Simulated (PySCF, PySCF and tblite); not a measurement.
A run on one conformer of C6H11FO, numbered as in [CH3:1][O:2]/[CH:3]=[CH:4]\[C@@H:5]([CH3:6])[CH2:7][F:8], from an ensemble study. The sound level was PBE0/pcSseg-1 on GFN2-xTB geometries.

Input:

```
{"job": {"xc": "PBE0", "basis": "pcSseg-1", "scf": {"max_cycle": 97}, "kind": "nmr", "pop": false}, "charge": 0, "multiplicity": 1}
C      3.574753     0.262295     0.402975
O      2.053521    -0.019117     0.398222
C      1.267459     0.688758    -0.661483
C     -0.184231     0.584616    -0.771840
C     -1.131634    -0.294769     0.254089
C     -2.298676     0.679444     0.975186
C     -1.863366    -1.546440    -0.600287
F     -2.621528    -2.462257     0.334876
H      3.805454     1.428720     0.598721
H      4.035105    -0.386853     1.297597
H      4.086906    -0.070837    -0.635804
H      1.901122     1.351844    -1.425177
H     -0.736009     1.171208    -1.643008
H     -0.433650    -0.779285     1.104937
H     -3.004517     0.020225     1.680589
H     -2.975691     1.207997     0.140960
H     -1.776594     1.527217     1.637274
H     -2.665246    -1.125500    -1.395050
H     -1.043961    -2.227089    -1.161897
```

Command: OMP_NUM_THREADS=1 python ens_run.py task.json out

Output:

```
final grid: 149152 points
cycle   1  E = -409.5271538505  dE = -5.224e-01  |g| = 7.504e-01  |ddm| = 3.389e+00
cycle   2  E = -409.2879713746  dE =  2.392e-01  |g| = 1.387e+00  |ddm| = 1.410e+00
cycle   3  E = -409.6324042642  dE = -3.444e-01  |g| = 1.261e-01  |ddm| = 9.690e-01
cycle   4  E = -409.6337885269  dE = -1.384e-03  |g| = 9.882e-02  |ddm| = 1.620e-01
cycle   5  E = -409.6360221571  dE = -2.234e-03  |g| = 2.228e-02  |ddm| = 8.319e-02
cycle   6  E = -409.6361410083  dE = -1.189e-04  |g| = 7.018e-03  |ddm| = 1.945e-02
cycle   7  E = -409.6361508889  dE = -9.881e-06  |g| = 2.229e-03  |ddm| = 5.644e-03
cycle   8  E = -409.6361519388  dE = -1.050e-06  |g| = 4.353e-04  |ddm| = 1.822e-03
cycle   9  E = -409.6361519805  dE = -4.167e-08  |g| = 1.751e-04  |ddm| = 4.687e-04
cycle  10  E = -409.6361519880  dE = -7.493e-09  |g| = 3.821e-05  |ddm| = 1.479e-04
cycle  11  E = -409.6361519883  dE = -3.450e-10  |g| = 1.225e-05  |ddm| = 3.878e-05
converged SCF energy = -409.6361519883

GIAO shielding tensors (ppm)
atom      isotropic    diamagn.    paramagn.     s11        s22        s33       span
  0 C       94.330     240.061    -145.731     58.852     66.262    157.875     99.023
  1 O      131.622     400.200    -268.579      9.343    183.439    202.083    192.739
  2 C       -7.458     253.106    -260.564   -107.977     23.134     62.470    170.447
  3 C       39.444     257.497    -218.053    -69.750     69.310    118.772    188.522
  4 C      112.905     245.314    -132.409     88.591    119.160    130.963     42.372
  5 C      138.423     246.405    -107.982    123.392    130.588    161.289     37.898
  6 C       60.815     246.525    -185.710     20.272     45.736    116.436     96.163
  7 F      345.789     470.976    -125.187    283.716    339.020    414.631    130.915
  8 H       25.199      24.568       0.631     22.494     23.324     29.779      7.285
  9 H       24.945      24.548       0.397     22.156     23.039     29.641      7.486
 10 H       25.196      24.463       0.733     22.551     23.282     29.754      7.202
 11 H       22.843      28.652      -5.809     21.079     21.913     25.535      4.456
 12 H       24.439      30.435      -5.996     23.027     23.241     27.049      4.021
 13 H       25.136      30.835      -5.699     22.102     24.655     28.652      6.549
 14 H       26.822      26.128       0.694     23.151     25.515     31.800      8.649
 15 H       27.733      27.393       0.340     25.146     25.830     32.225      7.079
 16 H       27.401      27.549      -0.148     23.857     26.023     32.323      8.467
 17 H       24.660      26.900      -2.240     21.232     25.720     27.027      5.795
 18 H       24.284      27.374      -3.090     20.943     25.698     26.210      5.268
```

Problem. What is wrong with this calculation, and what did it do to the result?

Solution. The setting at fault: coordinates scaled (wrong unit or factor). The run converged. Shieldings averaged over the conformers (ppm), as run and sound:
| atoms | as run | sound |
| --- | --- | --- |
| C1 | 94.5 | 126.8 |
| O2 | 134.7 | 244.3 |
| C3 | -6.2 | 33.6 |
| C4 | 37.2 | 72.2 |
| C5 | 112.4 | 152.0 |
| C6 | 139.0 | 167.5 |
| C7 | 59.6 | 95.6 |
| F8 | 353.0 | 425.3 |
| H1 | 25.1 | 27.9 |
| H3 | 22.8 | 25.6 |
| H4 | 24.1 | 27.1 |
| H5 | 25.4 | 28.8 |
| H6 | 27.3 | 30.6 |
| H7b | 24.4 | 27.3 |
| H7a | 24.3 | 27.1 |
